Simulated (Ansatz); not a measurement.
A run for Ansatz (a quantum-chemistry and plane-wave program): R-CCSD(T)/def2-TZVPP on GeH4SSe (SMILES S[Se][GeH3]), a point of a torsion scan. The run froze 33 orbitals, filled d shells among them.

Ansatz 0.2 input:
```yaml
crystal:
  periodic: [false, false, false]
  atoms:
    - {symbol: S, position_ang: [2.29426982, 0.48312087, 0.24699028]}
    - {symbol: Se, position_ang: [0.84841116, -0.93530819, 1.08006456]}
    - {symbol: Ge, position_ang: [-1.12783562, 0.01036993, 0.23529373]}
    - {symbol: H, position_ang: [2.64705182, -0.23398790, -0.82218658]}
    - {symbol: H, position_ang: [-1.35458473, -0.36693251, -1.20352893]}
    - {symbol: H, position_ang: [-2.27893400, -0.49978788, 1.04637351]}
    - {symbol: H, position_ang: [-1.05144858, 1.50435339, 0.32566008]}
basis:
  gaussian:
    orbitals: def2-TZVPP
magnetization: {spin_polarized: false}
correlation: {method: ccsd_t, electrons: outside_noble_gas}
scf: {lower_state_search: off}
```

### Question
Give the final energy of this run.

### Answer
-4875.6317 hartree (reference determinant -4875.1060, T1 diagnostic 0.012).

### Question
How many basis functions does it have, and what does it roughly cost on one machine?

### Answer
194 functions; very roughly 60 core-seconds.
